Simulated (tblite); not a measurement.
Compound: C6H9ClO (charge +1 and doublet state).
Structure used (GFN2-xTB), in Å, numbered top down from 1:
```
atom  x, y, z in Å
C1     3.1513    0.7943    0.3369
C2     2.2024   -0.1698    0.3448
Cl3    2.6281   -1.8390    0.4153
O4     0.9241    0.1538    0.2961
C5    -0.0842   -0.8246    0.3041
C6    -1.4430   -0.1939    0.2408
C7    -2.5374   -0.9819    0.2530
C8    -1.5001    1.2787    0.1655
H9     2.8681    1.8324    0.2899
H10    4.1971    0.5505    0.3772
H11    0.0480   -1.5132   -0.5472
H12    0.0002   -1.4486    1.2090
H13   -3.5265   -0.5597    0.2050
H14   -2.4729   -2.0560    0.3086
H15   -0.9407    1.6318   -0.7033
H16   -0.9997    1.7175    1.0312
H17   -2.5220    1.6398    0.1126
```

All values are computed: GFN2-xTB (tblite) harmonic vibrations without scaling, gas phase. Against measured fundamentals such values can be off by several per cent, at times by over 20. One conformer, not necessarily the lowest. Open shells enter through the occupations alone, without spin polarisation, and single modes of such species can be off by tens of per cent.

Question: How many normal modes are there?

Answer: 17 atoms, non-linear: 3N − 6 = 45.

Question: What is the point group of the computed structure, and how do the modes divide by symmetry?

Answer: Cs. The vibrations span 29 a′ + 16 a″.

Question: How many distinct wavenumbers does the calculation give?

Answer: 45: Cs has no degenerate species.

Question: How many fundamentals are allowed in the infrared by symmetry?

Answer: 45 of 45: in Cs every mode is allowed. All fundamentals are allowed in the Raman spectrum.

Question: Zero-point energy?

Answer: Half the sum of the wavenumbers, 28489 cm⁻¹, or 3.532 eV from 45 modes, 1.790 eV of it from above 1550 cm⁻¹.

Question: How far is the lowest real mode excited at 77 K, as a harmonic oscillator?

Answer: θ = hcν̃/k = 63 K for 43.5 cm⁻¹, so N1/N0 = 0.44 and ⟨v⟩ = 1/(exp(θ/T) − 1) = 0.8.
